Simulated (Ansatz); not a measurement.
Relaxation of the cluster Si₄N₄O₂ with RKS PBE0-D4/def2-SVP.

```sh
$ ansatz run in.yaml --threads 4 --pin off --events-out ev --progress --plain --max-ram 4787MiB
```

```yaml
crystal:
  periodic: [false, false, false]
  atoms:
    - {symbol: Si, position_ang: [-1.266780, 0.662040, 0.619280]}
    - {symbol: Si, position_ang: [-1.251090, -2.292380, -0.102680]}
    - {symbol: Si, position_ang: [1.251470, 2.293050, 0.102550]}
    - {symbol: Si, position_ang: [1.267200, -0.662880, -0.616900]}
    - {symbol: N, position_ang: [1.928060, 0.807190, -0.502440]}
    - {symbol: N, position_ang: [-1.926160, -0.809490, 0.511750]}
    - {symbol: N, position_ang: [-0.388460, 2.018020, 0.621310]}
    - {symbol: N, position_ang: [0.387400, -2.017890, -0.625080]}
    - {symbol: O, position_ang: [-1.972840, -3.610580, -0.172030]}
    - {symbol: O, position_ang: [1.971200, 3.612920, 0.164250]}
basis:
  gaussian: {orbitals: def2-SVP}
hamiltonian: {xc: pbe0, dispersion: d4}
scf: {lower_state_search: "off"}
output: {orbitals: {seedname: orbitals}}
relax: {f_tol: 0.02, max_steps: 100}
```

Run time 57 s (4 threads of Arm Neoverse V1 on a shared host).

Positions (Å) and forces (eV/Å) at steps 1, 2, 3, 4, 6, 7, 8, 9, 10, 11, 12, 13, 14, 15, 16, 17, 18 of 18:

```xyz
10
step=1 energy=-41521.8485 eV
Si   -1.267    0.662    0.619    0.662   -0.353   -0.321
Si   -1.251   -2.292   -0.103    1.097    2.001    0.101
Si    1.251    2.293    0.103   -1.105   -1.999   -0.100
Si    1.267   -0.663   -0.617   -0.658    0.356    0.323
N     1.928    0.807   -0.502   -0.562   -1.135   -0.064
N    -1.926   -0.809    0.512    0.568    1.138    0.053
N    -0.388    2.018    0.621   -0.631   -1.091   -0.021
N     0.387   -2.018   -0.625    0.637    1.093    0.029
O    -1.973   -3.611   -0.172   -0.577   -1.054   -0.053
O     1.971    3.613    0.164    0.570    1.043    0.052
10
step=2 energy=-41522.0257 eV
Si   -1.254    0.655    0.614    0.345   -0.187   -0.169
Si   -1.232   -2.257   -0.101    0.521    0.944    0.050
Si    1.231    2.258    0.098   -0.515   -0.952   -0.018
Si    1.255   -0.656   -0.611   -0.346    0.185    0.167
N     1.919    0.788   -0.502   -0.219   -0.448   -0.036
N    -1.917   -0.791    0.512    0.222    0.454    0.021
N    -0.398    1.999    0.622   -0.253   -0.428   -0.016
N     0.397   -1.999   -0.625    0.253    0.434    0.011
O    -1.958   -3.584   -0.170   -0.274   -0.500   -0.025
O     1.957    3.586    0.164    0.267    0.498    0.015
10
step=3 energy=-41522.0638 eV
Si   -1.217    0.631    0.594   -0.082    0.050    0.042
Si   -1.221   -2.232   -0.099   -0.108   -0.194   -0.015
Si    1.221    2.232    0.099    0.106    0.196    0.008
Si    1.218   -0.632   -0.593    0.082   -0.049   -0.041
N     1.915    0.785   -0.502    0.117   -0.257   -0.104
N    -1.914   -0.785    0.504   -0.116    0.256    0.105
N    -0.392    1.980    0.620   -0.275   -0.078    0.081
N     0.392   -1.980   -0.620    0.276    0.077   -0.080
O    -1.947   -3.571   -0.165   -0.009   -0.026    0.000
O     1.946    3.572    0.162    0.010    0.025    0.003
10
step=4 energy=-41522.0706 eV
Si   -1.232    0.639    0.601    0.000    0.009    0.003
Si   -1.221   -2.229   -0.099    0.001   -0.007    0.004
Si    1.221    2.229    0.100   -0.005    0.009   -0.014
Si    1.233   -0.639   -0.600    0.000   -0.009   -0.002
N     1.923    0.779   -0.507    0.034    0.052    0.006
N    -1.922   -0.779    0.509   -0.033   -0.052   -0.004
N    -0.402    1.982    0.623    0.037    0.023   -0.002
N     0.401   -1.982   -0.624   -0.036   -0.024    0.004
O    -1.946   -3.570   -0.165    0.007    0.009   -0.002
O     1.945    3.570    0.162   -0.005   -0.010    0.006
10
step=6 energy=-41522.0794 eV
Si   -1.241    0.616    0.598    0.001    0.027    0.004
Si   -1.237   -2.222   -0.090    0.007   -0.003   -0.014
Si    1.236    2.222    0.088    0.000   -0.002    0.034
Si    1.241   -0.616   -0.597   -0.002   -0.026   -0.007
N     1.967    0.787   -0.519    0.084    0.048   -0.029
N    -1.966   -0.787    0.520   -0.086   -0.047    0.024
N    -0.383    1.941    0.609    0.037   -0.059   -0.038
N     0.383   -1.941   -0.609   -0.039    0.060    0.033
O    -1.935   -3.575   -0.169    0.008   -0.008    0.000
O     1.934    3.576    0.168   -0.010    0.011   -0.007
10
step=7 energy=-41522.1083 eV
Si   -1.253    0.587    0.595    0.003   -0.021   -0.007
Si   -1.259   -2.212   -0.080   -0.005   -0.025   -0.015
Si    1.259    2.212    0.080    0.008    0.025    0.018
Si    1.253   -0.587   -0.595   -0.002    0.022    0.006
N     2.023    0.798   -0.537    0.098    0.044   -0.030
N    -2.023   -0.798    0.537   -0.100   -0.043    0.030
N    -0.359    1.886    0.588    0.091   -0.140   -0.072
N     0.359   -1.886   -0.588   -0.091    0.140    0.071
O    -1.920   -3.584   -0.174    0.044    0.047   -0.001
O     1.920    3.584    0.174   -0.045   -0.047   -0.001
10
step=8 energy=-41522.2023 eV
Si   -1.276    0.524    0.588    0.069   -0.169   -0.063
Si   -1.306   -2.191   -0.062   -0.028   -0.244   -0.021
Si    1.307    2.190    0.065    0.020    0.256   -0.010
Si    1.276   -0.523   -0.588   -0.067    0.169    0.065
N     2.142    0.821   -0.574   -0.102   -0.158    0.018
N    -2.142   -0.821    0.574    0.102    0.156   -0.008
N    -0.307    1.769    0.541    0.153   -0.359   -0.125
N     0.307   -1.769   -0.542   -0.149    0.356    0.133
O    -1.890   -3.601   -0.187    0.162    0.327    0.008
O     1.889    3.601    0.185   -0.161   -0.335    0.004
10
step=9 energy=-41522.3125 eV
Si   -1.246    0.449    0.559   -0.027   -0.182   -0.035
Si   -1.345   -2.193   -0.047   -0.065    0.042    0.042
Si    1.345    2.193    0.047    0.064   -0.039   -0.048
Si    1.246   -0.449   -0.559    0.028    0.183    0.034
N     2.203    0.835   -0.591    0.008   -0.033   -0.007
N    -2.202   -0.835    0.592   -0.010    0.032    0.010
N    -0.241    1.660    0.491    0.062   -0.225   -0.073
N     0.241   -1.660   -0.491   -0.061    0.224    0.076
O    -1.868   -3.618   -0.200    0.085    0.119   -0.006
O     1.868    3.618    0.199   -0.085   -0.121    0.008
10
step=10 energy=-41522.4301 eV
Si   -1.233    0.343    0.527   -0.050   -0.260   -0.041
Si   -1.394   -2.163   -0.022   -0.015   -0.426   -0.085
Si    1.395    2.162    0.026    0.000    0.436    0.045
Si    1.233   -0.343   -0.528    0.051    0.260    0.042
N     2.311    0.852   -0.629   -0.139   -0.237    0.015
N    -2.312   -0.851    0.626    0.145    0.233    0.000
N    -0.162    1.496    0.422    0.342    0.045   -0.097
N     0.162   -1.495   -0.422   -0.339   -0.048    0.107
O    -1.819   -3.615   -0.215    0.079    0.141    0.000
O     1.819    3.615    0.216   -0.073   -0.144    0.015
10
step=11 energy=-41522.5551 eV
Si   -1.191    0.283    0.501    0.159   -1.001   -0.307
Si   -1.433   -2.187   -0.014   -0.100    0.149    0.087
Si    1.430    2.189    0.006    0.128   -0.170   -0.008
Si    1.193   -0.284   -0.497   -0.164    1.000    0.302
N     2.339    0.852   -0.629   -0.068   -0.094   -0.032
N    -2.335   -0.855    0.642    0.058    0.106   -0.003
N    -0.090    1.415    0.374    0.356    0.052   -0.134
N     0.089   -1.415   -0.377   -0.360   -0.047    0.121
O    -1.809   -3.647   -0.235    0.049    0.099    0.003
O     1.807    3.649    0.229   -0.059   -0.094   -0.028
10
step=12 energy=-41522.8249 eV
Si   -1.158    0.214    0.463    0.105   -1.378   -0.354
Si   -1.454   -2.186    0.002   -0.346   -0.016    0.062
Si    1.461    2.181    0.018    0.278    0.062   -0.261
Si    1.155   -0.212   -0.472   -0.099    1.375    0.366
N     2.361    0.858   -0.661    0.045   -0.119    0.032
N    -2.370   -0.852    0.635   -0.020    0.102    0.058
N    -0.040    1.346    0.342    0.566   -0.040   -0.175
N     0.041   -1.346   -0.338   -0.552    0.034    0.207
O    -1.785   -3.653   -0.230    0.051    0.019    0.004
O     1.789    3.650    0.241   -0.029   -0.038    0.062
10
step=13 energy=-41523.0586 eV
Si   -1.069    0.051    0.403   -2.652    0.141    1.006
Si   -1.509   -2.188    0.006   -0.926   -0.857    0.208
Si    1.505    2.190   -0.014    0.972    0.832   -0.148
Si    1.073   -0.054   -0.394    2.665   -0.125   -0.992
N     2.421    0.860   -0.649   -0.471   -0.340    0.073
N    -2.409   -0.867    0.678    0.401    0.367   -0.109
N     0.054    1.221    0.273   -0.557    1.353    0.536
N    -0.056   -1.220   -0.275    0.577   -1.362   -0.558
O    -1.776   -3.662   -0.260    0.162    0.048   -0.071
O     1.767    3.669    0.232   -0.172   -0.058    0.055
10
step=14 energy=-41523.2741 eV
Si   -1.108    0.069    0.420   -0.030    0.144    0.020
Si   -1.525   -2.216    0.019   -0.242   -0.103    0.002
Si    1.525    2.216   -0.018    0.242    0.111   -0.013
Si    1.109   -0.070   -0.420    0.022   -0.140   -0.013
N     2.421    0.872   -0.656    0.058    0.015   -0.053
N    -2.419   -0.873    0.662   -0.053   -0.013    0.049
N     0.043    1.251    0.289   -0.187    0.034    0.056
N    -0.043   -1.250   -0.289    0.189   -0.042   -0.056
O    -1.792   -3.688   -0.251    0.090    0.011   -0.009
O     1.790    3.690    0.244   -0.090   -0.018    0.016
10
step=15 energy=-41523.2769 eV
Si   -1.114    0.076    0.413    0.039   -0.049    0.038
Si   -1.536   -2.215    0.009   -0.062   -0.014    0.137
Si    1.535    2.215   -0.010    0.068    0.007   -0.127
Si    1.114   -0.076   -0.414   -0.039    0.050   -0.028
N     2.422    0.874   -0.668   -0.040   -0.041    0.071
N    -2.421   -0.874    0.671    0.035    0.042   -0.081
N     0.039    1.254    0.285   -0.001    0.009    0.042
N    -0.040   -1.254   -0.286    0.000   -0.009   -0.051
O    -1.786   -3.692   -0.248    0.041    0.008   -0.048
O     1.786    3.692    0.247   -0.042   -0.003    0.046
10
step=16 energy=-41523.2805 eV
Si   -1.110    0.075    0.419    0.023    0.003   -0.008
Si   -1.541   -2.214    0.020    0.010    0.000   -0.005
Si    1.541    2.214   -0.020   -0.011    0.001    0.001
Si    1.110   -0.075   -0.418   -0.024   -0.004    0.006
N     2.424    0.867   -0.665    0.006   -0.010   -0.002
N    -2.424   -0.867    0.665   -0.004    0.009    0.004
N     0.043    1.254    0.288    0.011    0.033    0.006
N    -0.043   -1.254   -0.288   -0.011   -0.033   -0.004
O    -1.776   -3.690   -0.253   -0.001   -0.014   -0.003
O     1.776    3.690    0.252    0.001    0.014    0.004
10
step=17 energy=-41523.2803 eV rejected
Si   -1.107    0.075    0.418   -0.064   -0.032    0.015
Si   -1.542   -2.216    0.020    0.000    0.044    0.011
Si    1.542    2.216   -0.020    0.000   -0.044   -0.011
Si    1.107   -0.075   -0.417    0.064    0.033   -0.016
N     2.421    0.867   -0.664    0.003   -0.007   -0.002
N    -2.421   -0.867    0.664   -0.002    0.006    0.003
N     0.042    1.257    0.289   -0.018   -0.028    0.000
N    -0.042   -1.257   -0.289    0.018    0.027    0.000
O    -1.778   -3.692   -0.253    0.003   -0.008   -0.003
O     1.778    3.692    0.252   -0.003    0.008    0.003
10
step=18 energy=-41523.2806 eV
Si   -1.109    0.075    0.418    0.000   -0.002    0.000
Si   -1.541   -2.214    0.020    0.002    0.008    0.003
Si    1.541    2.214   -0.020   -0.001   -0.009    0.000
Si    1.109   -0.075   -0.418    0.000    0.002    0.001
N     2.423    0.866   -0.664    0.001   -0.001   -0.002
N    -2.423   -0.866    0.665   -0.002    0.001    0.000
N     0.043    1.255    0.288   -0.002    0.003    0.001
N    -0.043   -1.255   -0.288    0.002   -0.002   -0.002
O    -1.776   -3.691   -0.253   -0.001   -0.007   -0.002
O     1.776    3.691    0.253    0.001    0.007    0.001
```

The structure comes from a short search, and lower isomers may exist.
